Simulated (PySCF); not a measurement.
**Computed properties of AlH2, SMILES [AlH2+], charge +1**

AlH₂, SMILES [AlH2+], charge +1. Coordinates come from a B3LYP-D3(BJ)/def2-TZVPD optimisation. The spin state was assumed, not searched. The isomer is the one that the SMILES or the coordinates give; other isomers of the formula were not compared. The values are those of a single conformer. All values are computed for the isolated molecule unless a solvent is named; none is compared with measurement here.

**Structure.** The optimised structure has D∞h symmetry. All 4 harmonic modes at B3LYP-D3(BJ)/def2-TZVPD (PySCF) are real, so it is a minimum.

**Vibrations.** The strongest infrared lines (harmonic, unscaled, degenerate partners summed) lie at 557 cm⁻¹ (283 km/mol, H 93 %). The softest mode is at 557 cm⁻¹ and the zero-point energy is 7.5 kcal/mol.

**Electronic structure.** HF/def2-TZVPD (PySCF) places the frontier levels at -19.30 and -5.23 eV, a gap of 14.07 eV and a mean polarisability of 19.5 bohr³. PBE/def2-TZVPD (PySCF) at the same geometry gives -14.92 and -9.01 eV, so its gap is 8.16 eV narrower. An orbital gap is neither the optical nor the fundamental gap.

**Excitations.** TDA-B3LYP/def2-TZVPD (PySCF) has S1 at 6.30 eV (197 nm, f = 0.000, dark); the most intense of the 10 singlets computed lies at 12.08 eV (f = 1.36). Strengths of degenerate partners are summed. T1 (TDA) is at 5.70 eV, 0.60 eV under S1. TDA-PBE/def2-TZVPD (PySCF) puts S1 at 6.08 eV. No vertical singlet excitation falls in the visible range (under 3.1 eV).

**NMR.** GIAO shifts at B3LYP/pcSseg-2 (PySCF) (non-relativistic, atoms alike by connectivity averaged): ¹H at 6.5 ppm against TMS.
